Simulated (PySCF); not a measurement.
H3AlO2 (SMILES [OH][AlH][OH]), singlet, at a GFN2-xTB geometry (such geometries of metal compounds can be far from the true shape). Base run: CCSD(T)/cc-pVDZ (PySCF).

Here is a job for PySCF.
```python
from pyscf import gto, scf, cc

mol = gto.M(
    atom='''
Al   -0.301916   -0.139718   -0.184085
H    -1.487962   -0.688586   -0.907243
O     0.062469    1.431574   -0.493919
H     0.243804    2.337601   -0.695168
O     0.471994   -1.184239    0.819793
H     0.893354   -1.811357    1.388518
''',
    basis='cc-pvdz',
    charge=0,
    spin=0,
    verbose=4,
    max_memory=1800,
)

mf = scf.RHF(mol)
mf.kernel()

mycc = cc.CCSD(mf, frozen=7)
mycc.kernel()
et = mycc.ccsd_t()
print('E(CCSD(T)) = %.10f' % (mycc.e_tot + et))
```

Each row names what was changed in the base input (with any setting that the change needs).

| change | ΔE vs base (mEh) | MP2 correlation (Eh) | CC correlation without the perturbative part (Eh) | basis functions |
|---|---|---|---|---|
| base | 0.000 | -0.43942 | -0.45734 | 61 |
| method = mp2 | 26.027 | -0.43942 | - | 61 |
| method = ccsd | ___ | -0.43942 | -0.45734 | 61 |
| method = cisd | 52.515 | - | - | 61 |

**Question.** Some entries are withheld; supply them.

**Answer.** 
- method = ccsd, ΔE vs base (mEh): 8.102
